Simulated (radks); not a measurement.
Problem. These are the eigenvalues of the occupied orbitals of an atom or ion with whole-number occupations (hartree). Calculated with a radial shooting solver on a logarithmic mesh with Libxc functionals: scalar-relativistic Kohn-Sham, Slater X-alpha with alpha = 0.602, spin-polarised, spherical densities, point nucleus.

orbital  eigenvalue
1s down   -2104.731
1s up     -2104.731
2s up     -353.6443
2s down   -353.6430
2p up     -312.8537
2p down   -312.8528
3s up     -79.48964
3s down   -79.45967
3p up     -67.09318
3p down   -67.06333
3d up     -51.54165
3d down   -51.51841
4s up     -16.01233
4s down   -15.94989
4p up     -11.93740
4p down   -11.87579
4d up      -6.48436
4d down    -6.42402
5s up      -2.36116
5s down    -2.32986
5p up      -1.42454
5p down    -1.40159
4f up      -0.56294
4f down    -0.51075

Which element is it, and in what charge state? The configuration may be excited. Open shells, if any, are filled with parallel spins first.

Solution. Z = 68, erbium, charge +2: Er2+ in [Xe] 4f12. The list shows which subshells hold electrons but not how many an open one holds; the 1s level, -2104.7 hartree, gives Z - s = 64.9 by -(Z - s)^2/2, which with screening and relativity narrows Z to a few neighbours, and the depths of the outer levels then fix element, charge and occupations together.
